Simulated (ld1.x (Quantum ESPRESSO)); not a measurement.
**Building the RRKJ potential for As (PBE, scalar-relativistic).**

ld1.x (Quantum ESPRESSO) 7.5 was run on this input:

```
&input
   title='As', zed=33., rel=1, dft='PBE', iswitch=3,
   config='[Ar] 3d10 4s1.75 4p3.25',
   nld=3, rlderiv=2.05, eminld=-5.0, emaxld=5.0, deld=0.02
 /
 &inputp
   pseudotype=2, tm=.false., rho0=0.005, lloc=-1, rcloc=1.50,
   nlcc=.false.,
   file_pseudopw='As.UPF', file_wfcaegen='ae.wfc', file_wfcncgen='nc.wfc', file_beta='beta', file_chi='chi'
 /
3
4S  1  0   1.75   0.00  1.75  1.75  0.0
4P  2  1   3.25   0.00  1.90  1.90  0.0
3D  3  2  10.00   0.00  1.20  1.20  0.0
 &test
   configts(1)='3d10 4s1.75 4p3.25'
 /
```

Command:

```bash
ld1.x < As.in > As.out
```

The program printed (shortened: banner, matrices, multipoles, cross overlaps and the repeated all-electron block are left out):

```
Program LD1 v.7.5
     --------------------------- All-electron run ----------------------------

     As
     scalar relativistic calculation

     atomic number is 33.00
     dft =PBE   lsd =0 sic =0 latt =0  beta=0.20 tr2=1.0E-14
     Exchange-correlation= PBE
                           (   1   4   3   4   0   0   0)
     mesh =1209 r(mesh) =  99.83237 a.u. xmin = -7.00 dx = 0.01250
     1 Ry =  13.60569312 eV, c = 137.03599908

     n l     nl                  e(Ry)          e(Ha)          e(eV)
     1 0     1S 1( 2.00)      -861.4019      -430.7010    -11719.9706
     2 0     2S 1( 2.00)      -109.3062       -54.6531     -1487.1862
     2 1     2P 1( 6.00)       -95.8480       -47.9240     -1304.0784
     3 0     3S 1( 2.00)       -14.0192        -7.0096      -190.7406
     3 1     3P 1( 6.00)        -9.8570        -4.9285      -134.1108
     3 2     3D 1(10.00)        -3.0185        -1.5092       -41.0682
     4 0     4S 1( 1.75)        -1.0819        -0.5410       -14.7206
     4 1     4P 1( 3.25)        -0.3940        -0.1970        -5.3608

     final scf error:  4.4E-15 reached in  39 iterations

     Etot =   -4521.445418 Ry,   -2260.722709 Ha,  -61517.398832 eV

     Ekin =    4608.493486 Ry,    2304.246743 Ha,   62701.748126 eV
     Encl =  -10897.457882 Ry,   -5448.728941 Ha, -148267.467769 eV
     Eh   =    1934.704755 Ry,     967.352377 Ha,   26322.999177 eV
     Exc  =    -167.185776 Ry,     -83.592888 Ha,   -2274.678366 eV

     normalization and overlap integrals

     s(1S/1S) =  1.000000  <r> =   0.0455  <r2> =    0.0028  r(max) =   0.0296
     s(2S/2S) =  1.000000  <r> =   0.2028  <r2> =    0.0485  r(max) =   0.1701
     s(2P/2P) =  1.000000  <r> =   0.1772  <r2> =    0.0385  r(max) =   0.1358
     s(3S/3S) =  1.000000  <r> =   0.5983  <r2> =    0.4125  r(max) =   0.5239
     s(3P/3P) =  1.000000  <r> =   0.6171  <r2> =    0.4476  r(max) =   0.5239
     s(3D/3D) =  1.000000  <r> =   0.6779  <r2> =    0.5814  r(max) =   0.4740
     s(4S/4S) =  1.000000  <r> =   1.9335  <r2> =    4.3088  r(max) =   1.6136
     s(4P/4P) =  1.000000  <r> =   2.5357  <r2> =    7.6351  r(max) =   1.9709

     ------------------------ End of All-electron run ------------------------

     --------------------- Generating NC pseudopotential ---------------------

      Generating local potential from pseudized AE potential:
      Matching radius rcloc =   1.5000

      Local pseudo, rcloc= 1.497 Estimated cut-off energy=    10.88 Ry

      Wfc   4S  rcut= 1.739  Estimated cut-off energy=       15.07 Ry
      Using 4 Bessel functions for this wfc, rho(0) = 0.005
      This function has    0 nodes for 0 < r <    1.739

      Wfc   4P  rcut= 1.922  Estimated cut-off energy=       46.89 Ry
      This function has    0 nodes for 0 < r <    1.922

      Wfc   3D  rcut= 1.195  Estimated cut-off energy=      166.14 Ry
      This function has    0 nodes for 0 < r <    1.195

     ------------------- End of pseudopotential generation -------------------

     Computing logarithmic derivative in   2.05909
     Computing logarithmic derivative in   2.05909
     Computing the partial wave expansion
     R is outside the sphere for l=    0 j= 0.00
     R is outside the sphere for l=    1 j= 0.00
     R is outside the sphere for l=    2 j= 0.00

     ---------------------- Testing the pseudopotential ----------------------

     As
     scalar relativistic calculation

     atomic number is 33.00   valence charge is 15.00
     dft =PBE   lsd =0 sic =0 latt =0  beta=0.20 tr2=1.0E-14
     mesh =1209 r(mesh) =  99.83237 xmin = -7.00 dx = 0.01250

     n l     nl             e AE (Ry)        e PS (Ry)    De AE-PS (Ry)
     3 2     3D   1(10.00)       -3.01846       -3.01846        0.00000
     1 0     4S   1( 1.75)       -1.08195       -1.08195        0.00000
     2 1     4P   1( 3.25)       -0.39401       -0.39401        0.00000

     eps = 2.5E-15  iter =  6

     Etot =   -4521.445418 Ry,   -2260.722709 Ha,  -61517.398832 eV
     Etotps =  -208.594940 Ry,    -104.297470 Ha,   -2838.078736 eV

     Ekin =     225.349611 Ry,     112.674806 Ha,    3066.037656 eV
     Encl =    -441.066102 Ry,    -220.533051 Ha,   -6001.010036 eV
     Ehrt =     182.449577 Ry,      91.224789 Ha,    2482.352961 eV
     Ecxc =     -24.296885 Ry,     -12.148442 Ha,    -330.575957 eV
     Epseu=    -151.031141 Ry,     -75.515571 Ha,   -2054.883360 eV

     ---------------------- End of pseudopotential test ----------------------
```

Generation and configuration tests took about 4 s on one core of a shared server CPU.
